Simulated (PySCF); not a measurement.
## Which determinant of BeGa lies lowest?

Unrestricted PBE0; Be def2-SVPD, Ga def2-SVPD; no relativity (PySCF 2.14). Outer shells of the fragments: Be 2s2; Ga 3d10 4s2 4p1.

Followed along the bond (rough minima from three points):

| 2Ms+1 | unpaired | ⟨S²⟩ at the start | R at minimum (Å) | Te (eV) |
| --- | --- | --- | --- | --- |
| 2 | π ↑ | 0.79 | 2.41 | 0.00 |
| 2 | σ ↑ | 0.76 | 2.63 | 0.06 |
| 4 | σ ↑, π ↑↑ | 3.76 | 2.10 | 0.91 |
| 4 | σ ↑↑, π ↑ | 3.75 | 2.28 | 0.99 |
| 2 | σ ↑, π ↑↓ | 1.76 | 2.11 | 1.52 |

Solutions found at the starting distance of 2.165 Å, counted from the lowest of them; the search is not exhaustive and high or unbound solutions are not listed, so other states can lie among these:

```csv
2Ms+1,unpaired,term,E (eV),⟨S²⟩,⟨Lz²⟩,μ (D)
2,π ↑,²Π,0.00,0.79,1.00,-0.27
2,σ ↑,²Σ⁺,0.41,0.76,0.00,0.52
4,"σ ↑, π ↑↑",⁴Σ⁻,0.76,3.76,0.00,-0.12
4,"σ ↑↑, π ↑",⁴Π,0.87,3.75,1.00,1.43
2,"σ ↑, π ↑↓",mixed,1.37,1.76,2.01,-0.25
2,"σ ↓, π ↑↑",mixed,1.61,1.76,0.00,-0.34
```

A term symbol is given only where ⟨S²⟩ and ⟨Lz²⟩ are close to those of a pure state; real π, δ and φ orbitals otherwise mix terms. A positive dipole means Be(−)Ga(+).

Task: Compare the gap between the two lowest followed solutions at the starting distance with the gap between their minima.

Result: At PBE0 the second solution (doublet, unpaired electrons σ ↑) lies +0.41 eV from the first (doublet, unpaired electrons π ↑) at 2.165 Å and +0.06 eV at the minima; the two curves relax by different amounts, since their minima lie near 2.63 and 2.41 Å.

Spin–orbit coupling is left out.
